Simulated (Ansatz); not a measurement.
C₆H₁₈ClN₃Sn (`C[N](C)[Sn]([Cl])([N](C)C)[N](C)C`) at its PBE0-D4/def2-TZVP geometry, where that method's forces vanish. The species carries charge 0 and has multiplicity 1. Sn: def2 effective core potential.

```xyz
29

C     1.2674   -0.5485   -2.2732
N     1.2119   -1.2425   -1.0099
C     2.4348   -1.9248   -0.6670
Sn    0.0008   -0.5707    0.4294
Cl   -0.2054   -2.3088    1.9822
N    -1.7173   -0.1255   -0.5080
C    -2.3663   -1.1510   -1.2910
C    -2.6455    0.7673    0.1432
N     0.7102    0.9751    1.4953
C     1.1346    2.1501    0.7750
C     0.2303    1.2513    2.8257
H     0.3241   -0.0353   -2.4741
H     2.0771    0.1980   -2.3193
H     1.4391   -1.2618   -3.0909
H     3.2966   -1.2448   -0.5763
H     2.3266   -2.4623    0.2776
H     2.6813   -2.6657   -1.4392
H    -3.0450   -1.7820   -0.6968
H    -1.6256   -1.8031   -1.7600
H    -2.9608   -0.6922   -2.0924
H    -2.1106    1.5200    0.7279
H    -3.2451    1.2996   -0.6071
H    -3.3469    0.2498    0.8163
H     1.9437    2.6556    1.3193
H     0.3297    2.8887    0.6269
H     1.5268    1.8832   -0.2105
H    -0.0604    0.3276    3.3299
H     1.0264    1.7156    3.4233
H    -0.6325    1.9374    2.8438
```

(1) What forces (eV/Å) does B3LYP-D4/def2-TZVPP give on these atoms in the Gaussian-basis code of Ansatz? (Estimate.)

Results:

(1) Ansatz gave: 
```
C1  -0.041  0.140 -0.282
N2  -0.021 -0.061 -0.042
C3   0.233 -0.186  0.097
Sn4  0.003 -0.010  0.011
Cl5 -0.034 -0.234  0.202
N6   0.003  0.066 -0.079
C7  -0.098 -0.220 -0.205
C8  -0.163  0.235  0.134
N9   0.078  0.002  0.028
C10  0.133  0.226 -0.175
C11 -0.082  0.010  0.308
H12  0.076 -0.030 -0.002
H13 -0.034 -0.027 -0.004
H14 -0.005  0.042  0.029
H15 -0.027 -0.032 -0.004
H16  0.023  0.033 -0.065
H17  0.003  0.032  0.039
H18  0.025  0.023 -0.032
H19 -0.062  0.036  0.026
H20  0.021 -0.033  0.035
H21 -0.051 -0.044 -0.036
H22  0.018 -0.021  0.045
H23  0.023  0.029 -0.025
H24 -0.039 -0.011 -0.033
H25  0.036 -0.024  0.003
H26 -0.024  0.030  0.061
H27  0.015  0.074 -0.022
H28 -0.045 -0.016 -0.017
H29  0.034 -0.027  0.004
```

B3LYP here is the variant with VWN-RPA as its local correlation; programs differ in this.
